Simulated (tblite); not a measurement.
Compound: BF₃H₃P.
Atom-mapped SMILES: `[BH3-:1][P+:2]([F:3])([F:4])[F:5]` (hydrogens: H6, H7, H8 on B1)

Computed with GFN2-xTB (tblite), gas phase: L-BFGS steps from a force-field or distance-geometry start until the largest atomic force falls under 0.01 eV/Å.

Step 8: E = -533.6426 eV
```
atom  x, y, z in Å  |  force x, y, z in eV/Å
B1      1.1316   -0.1643    0.0251   -0.044   0.005  -0.003
P2     -0.7120    0.1080   -0.0211   -0.116   0.019   0.006
F3     -1.6494   -0.7136   -1.0023   -0.011   0.041   0.035
F4     -1.3431    1.5188   -0.3804   -0.023  -0.049   0.011
F5     -1.6211   -0.1237    1.2587   -0.007   0.017  -0.056
H6      1.2264   -1.3136    0.3190    0.104   0.198  -0.052
H7      1.5017    0.5985    0.8597    0.046  -0.162  -0.156
H8      1.4750    0.0993   -1.0833    0.052  -0.068   0.214
```

Step 9: E = -533.6472 eV
```
atom  x, y, z in Å  |  force x, y, z in eV/Å
B1      1.1356   -0.1646    0.0253   -0.098   0.000  -0.005
P2     -0.7158    0.1085   -0.0202   -0.156   0.022  -0.054
F3     -1.6602   -0.7105   -1.0015    0.062   0.045   0.056
F4     -1.3543    1.5176   -0.3796    0.036  -0.056   0.013
F5     -1.6308   -0.1208    1.2551    0.023  -0.002  -0.016
H6      1.2379   -1.3106    0.3182    0.069   0.138  -0.036
H7      1.5119    0.5934    0.8568    0.031  -0.103  -0.102
H8      1.4848    0.0963   -1.0785    0.035  -0.044   0.144
```

Step 10: E = -533.6500 eV
```
atom  x, y, z in Å  |  force x, y, z in eV/Å
B1      1.1347   -0.1645    0.0253   -0.123   0.003  -0.004
P2     -0.7207    0.1091   -0.0203   -0.089   0.011  -0.059
F3     -1.6659   -0.7089   -1.0012    0.065   0.034   0.047
F4     -1.3602    1.5174   -0.3794    0.042  -0.038   0.007
F5     -1.6362   -0.1194    1.2538    0.021  -0.009   0.005
H6      1.2467   -1.3053    0.3169    0.035   0.037  -0.010
H7      1.5189    0.5876    0.8523    0.024  -0.025  -0.025
H8      1.4917    0.0934   -1.0719    0.026  -0.013   0.039
```

Step 11: E = -533.6509 eV
```
atom  x, y, z in Å  |  force x, y, z in eV/Å
B1      1.1309   -0.1642    0.0252   -0.097   0.007  -0.003
P2     -0.7234    0.1095   -0.0210   -0.008   0.001  -0.023
F3     -1.6656   -0.7089   -1.0011    0.027   0.018   0.023
F4     -1.3601    1.5177   -0.3795    0.017  -0.017   0.001
F5     -1.6364   -0.1197    1.2545    0.007  -0.006   0.002
H6      1.2495   -1.3023    0.3161    0.017  -0.016   0.003
H7      1.5206    0.5850    0.8499    0.017   0.010   0.009
H8      1.4936    0.0922   -1.0685    0.020   0.002  -0.012
```

Task: Estimate the geometry and energy of step 12. (The exact step hangs on the optimiser's Hessian estimate; all steps are aligned on step 11, rigid shifts and turns removed.)

Result: E = -533.6511 eV, largest force 0.052 eV/Å
```
atom  x, y, z in Å  |  force x, y, z in eV/Å
B1      1.1277   -0.1639    0.0251   -0.052   0.006  -0.001
P2     -0.7240    0.1097   -0.0215    0.023  -0.002   0.003
F3     -1.6643   -0.7090   -1.0010    0.001   0.007   0.006
F4     -1.3588    1.5178   -0.3797    0.000  -0.004  -0.002
F5     -1.6355   -0.1201    1.2552   -0.001  -0.002  -0.004
H6      1.2498   -1.3015    0.3158    0.009  -0.021   0.005
H7      1.5206    0.5845    0.8492    0.008   0.013   0.011
H8      1.4937    0.0920   -1.0676    0.012   0.004  -0.017
```

The energy changes by -0.0002 eV. The first-order estimate −F·Δx gives -0.0004 eV and the mean of the old and new forces, exact on a quadratic surface, -0.0002 eV. The step makes an angle of 43° with the force vector and moves no atom by more than 0.003 Å.
